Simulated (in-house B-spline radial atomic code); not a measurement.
Results of a calculation; reference values are marked as such.
**Br ion on Al atom: potential, deflection and energy transfer**

The pair potential comes from two frozen, spherical free-atom densities (PBE, B-spline radial code, scalar-relativistic past argon): electrostatics plus the change in Thomas-Fermi kinetic and Dirac exchange energy where they overlap, the recipe behind the universal ZBL potential, which averages such potentials (from solid-state densities) over many pairs. It is written V = (Z1 Z2 e²/r) φ(r/a), with e² = 14.3996 eV·Å and a = 0.46850 Å/(Z1^0.23 + Z2^0.23); ZBL's fit is φ = 0.18175 e^(−3.1998x) + 0.50986 e^(−0.94229x) + 0.28022 e^(−0.4029x) + 0.02817 e^(−0.20162x). Where φ falls below 4e-4 it is continued as an exponential.

Masses 79.9 and 26.98 u.

| x = r/a | φ, this pair | φ, ZBL |
| --- | --- | --- |
| 0.1 | 0.8927 | 0.8928 |
| 0.5 | 0.6254 | 0.6096 |
| 1.5 | 0.314 | 0.2995 |
| 3 | 0.1351 | 0.1292 |
| 5 | 0.05383 | 0.05224 |
| 8 | 0.01704 | 0.01705 |
| 12 | 0.005012 | 0.00474 |
| 17 | 0.001118 | 0.001212 |

**Question.** At x = 2 the electrostatic, kinetic and exchange parts are 2857.47, 3984.73 and -208.85 eV. Find r, V and φ.

**Answer.** a = 0.46850/(2.2654 + 1.8039) = 0.11513 Å, so r = 0.23026 Å. V = 2857.47 + 3984.73 + (-208.85) = 6633.35 eV. The bare repulsion is 35 × 13 × 14.3996/0.23026 = 28453 eV, so φ = 0.2331, +5.1 % against ZBL's 0.2218. The kinetic (Pauli) term is 60 % of V here.

**Question.** The ion comes in at 2.254 keV with impact parameter 0.5757 Å. The scattering integral gives a centre-of-mass angle of 53.46° and a closest approach of 6.591 a. What are the reduced energy, the energy passed on and the laboratory angles?

**Answer.** ε = E a M2/(Z1 Z2 e² (M1 + M2)) = 2254 × 4.4359e-06 = 0.01. The most that one collision can pass on is γE with γ = 4 M1 M2/(M1 + M2)² = 0.7548. Here T = γE sin²(θ/2) = 0.7548 × 2254 × 0.2023 = 344.3 eV. The ion turns by arctan(sin θ/(cos θ + M1/M2)) = 12.7°, and the struck atom leaves at (180° − θ)/2 = 63.3°. The closest approach is 0.759 Å. With ZBL the angle would be 53.59° and T = 345.8 eV.
